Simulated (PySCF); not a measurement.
1-chloro-1,3-difluorobuta-1,2-diene (C4H3ClF2), SMILES CC(F)=C=C(F)Cl. Atoms are numbered in the order given.

```xyz
10

C     -2.3750    -0.0114    -1.4191
C     -1.6040    -0.2317    -0.1606
F     -2.4080    -0.4164     0.9047
C     -0.2985    -0.2604    -0.0204
C      1.0017    -0.2466     0.0767
F      1.7752    -1.3224    -0.0542
Cl     1.9475     1.1776     0.3930
H     -1.7041     0.1393    -2.2738
H     -3.0259    -0.8796    -1.6146
H     -3.0271     0.8704    -1.3061
```
Charge 0, spin multiplicity 1.

Coordinates come from a B3LYP-D3(BJ)/def2-SVP optimisation.

Two levels are set side by side: PBE/pcSseg-1 (PySCF) and PBE0/pcSseg-1 (PySCF). GIAO shifts against CFCl3 (¹⁹F), HCl (³⁵Cl), TMS (¹H), TMS (¹³C) at the same level; non-relativistic, no solvent, atoms listed together averaged. Without spin–orbit terms, shifts of atoms bonded to Cl or Br come out too high at both levels. Differences are taken from unrounded values.

```json
[
 {"quantity": "δ(¹³C) of C1 (ppm)", "PBE0": "24.3"},
 {"quantity": "δ(¹³C) of C2 (ppm)", "PBE0": "152.9"},
 {"quantity": "δ(¹⁹F) of F3 (ppm)", "PBE0": "-84.2"},
 {"quantity": "δ(¹³C) of C4 (ppm)", "PBE0": "179.3"},
 {"quantity": "δ(¹³C) of C5 (ppm)", "PBE0": "142.8"},
 {"quantity": "δ(¹⁹F) of F6 (ppm)", "PBE0": "-66.2"},
 {"quantity": "δ(³⁵Cl) of Cl7 (ppm)", "PBE0": "313.3"}
]
```

Q: What does PBE give, and how far is it from PBE0? (An estimate is asked for; the answer gives what the named calculation found.)

A: 
| quantity | PBE | PBE minus PBE0 |
|---|---|---|
| δ(¹³C) of C1 (ppm) | 24.9 | 0.6 |
| δ(¹³C) of C2 (ppm) | 151.8 | -1.1 |
| δ(¹⁹F) of F3 (ppm) | -87.8 | -3.5 |
| δ(¹³C) of C4 (ppm) | 176.1 | -3.2 |
| δ(¹³C) of C5 (ppm) | 143.0 | 0.1 |
| δ(¹⁹F) of F6 (ppm) | -69.7 | -3.5 |
| δ(³⁵Cl) of Cl7 (ppm) | 342.0 | 28.7 |

Rough cost on one machine, each run with all the roots and properties that it gave: PBE0 against PBE within a factor of 2.
